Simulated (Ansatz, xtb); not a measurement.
Two isomers of GeH10Si3

Structure I: `[SiH3][SiH2][GeH2][SiH3]`, a singlet. Structure II: `[SiH3][SiH]([SiH3])[GeH3]`, a singlet. Both are isolated molecules in the gas phase, relaxed with B3LYP-D3(BJ)/def2-SVP, each in the lowest conformer that the search found.

Problem. Which of the two would you expect CCSD(T)/def2-SVP + ΔMP2/def2-TZVPP electronic energies to favour?

Solution. Structure I; the calculation gives E(II) − E(I) = +0.100 eV.

The same difference at several levels:

```tsv
level	geometry	E(II) − E(I) (eV)	departure from the last row (eV)	job, with rough time for the two
B3LYP-D3(BJ)/def2-SVP	B3LYP-D3(BJ)/def2-SVP	+0.081	−0.019	optimisation, 79 s
HF/def2-SVP	B3LYP-D3(BJ)/def2-SVP	+0.074	−0.026	part of the CCSD(T) run
MP2/def2-SVP	B3LYP-D3(BJ)/def2-SVP	+0.057	−0.043	part of the CCSD(T) run
CCSD(T)/def2-SVP	B3LYP-D3(BJ)/def2-SVP	+0.054	−0.046	single point
CCSD(T)/def2-SVP + ΔMP2/def2-TZVPP	B3LYP-D3(BJ)/def2-SVP	+0.100		single point, 45 s
```

As drawn, II has 1 Si–Si, 1 Ge–H in place of 1 Ge–Si, 1 Si–H.

None of the levels shown reverses the order. The largest departure from CCSD(T)/def2-SVP + ΔMP2/def2-TZVPP is that of CCSD(T)/def2-SVP, 0.046 eV. Levels run at GFN2-xTB geometries aren't shown. The last row adds to CCSD(T) the change of the MP2 difference between the two basis sets, here +0.046 eV.

With thermal terms from frequencies at re-optimised GFN2-xTB minima (ideal gas, soft modes damped towards free rotors, one conformer each, 298.15 K, 1 atm): on the last row, ΔE + ΔZPE = +0.087, ΔH = +0.095, ΔG = +0.074 eV.

The correlated steps freeze 24 core orbitals; the filled d shell of Ge is correlated, in a basis made for valence electrons. Run with Ansatz 0.2.0, xtb 6.7.1; the last row on 2 threads of Intel(R) Xeon(R) 6975P-C (Granite Rapids) on a shared host.
